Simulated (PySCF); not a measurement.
## Deuteron quadrupole couplings in `C=C(C)PC(=C)C`

Compound: C6H11P.
SMILES with atom numbers: `[CH2:1]=[C:2]([CH3:3])[PH:4][C:5](=[CH2:6])[CH3:7]` (hydrogens: H8, H9 on C1; H10, H11, H12 on C3; H13 on P4; H14, H15 on C6; H16, H17, H18 on C7)

Cartesian coordinates in Å at the GFN2-xTB level; atoms count from 1:
```
atom  x, y, z in Å
C1    -1.3917    1.1391   -0.3775
C2    -1.1023    0.0794   -1.1193
C3    -2.1453   -0.7845   -1.7591
P4     0.6232   -0.3565   -1.5764
C5     1.4888    0.1539   -0.0406
C6     2.3199    1.1864   -0.0888
C7     1.2103   -0.6280    1.2040
H8    -2.4115    1.4237   -0.1702
H9    -0.6238    1.7620    0.0512
H10   -2.0553   -1.8139   -1.4111
H11   -2.0100   -0.7896   -2.8409
H12   -3.1450   -0.4217   -1.5300
H13    0.4789   -1.7036   -1.2029
H14    2.5042    1.7167   -1.0088
H15    2.8452    1.5410    0.7848
H16    1.7199   -0.1917    2.0608
H17    0.1385   -0.6484    1.4023
H18    1.5474   -1.6579    1.0815
```

Level: PBE0/pcSseg-1 (PySCF, non-relativistic); Q(2H) = 0.00286 b; rigid geometry, the same for H and D, with no vibrational averaging.

Question: Rank these positions by the coupling χzz of a deuteron there, largest first.
A. H11 (methyl hydrogen)
B. H13 (P–H hydrogen)
C. H8 (vinylic hydrogen)

Answer: C (225 kHz), A (207 kHz), B (128 kHz).

Question: Tabulate Vzz, the asymmetry η and χzz = 234.96 MHz × Q × Vzz for every hydrogen position.

Answer: 
```
atom  bonded to  bond length (Å)  Vzz (au)     η  χzz (kHz)
  H8         C1            1.079    0.3354  0.06        225
  H9         C1            1.078    0.3323  0.06        223
 H10         C3            1.090    0.3093  0.03        208
 H11         C3            1.090    0.3085  0.03        207
 H12         C3            1.088    0.3138  0.03        211
 H13         P4            1.405    0.1897  0.10        128
 H14         C6            1.078    0.3328  0.05        224
 H15         C6            1.079    0.3326  0.05        223
 H16         C7            1.088    0.3135  0.03        211
 H17         C7            1.090    0.3065  0.02        206
 H18         C7            1.091    0.3097  0.03        208
```

Question: Average by the element that carries the hydrogen.

Answer: on C: 215 kHz over 10 positions, mean bond length 1.085 Å; on P: 128 kHz over 1 position, mean bond length 1.405 Å.

Question: How does χzz go with the bond length over the 10 C–H bonds?

Answer: A straight-line fit has a slope of -13.8 kHz for each 0.01 Å, with a correlation coefficient of -0.99, over lengths from 1.078 to 1.091 Å. The longer bonds have the smaller couplings here.

Question: A static deuteron (I = 1) shows a doublet split by (3/2)χ, (3/4)χ(1 + η) and (3/4)χ(1 − η) with the field along z, y and x of the gradient. What are these for H17?

Answer: With |χ| = 206.0 kHz and η = 0.021: 309, 158 and 151 kHz, to first order and without motion.

Isolated species at its GFN2-xTB geometry (one conformer only). GFN2-xTB bond lengths can be off by several hundredths of an ångström, more for odd bonds, and the gradients follow them. The small basis limits the accuracy of the gradients.

These values come from a run that also computed NMR shieldings. Time: 20 s of wall time. Hardware: Arm Neoverse V2, one thread, on a shared host.
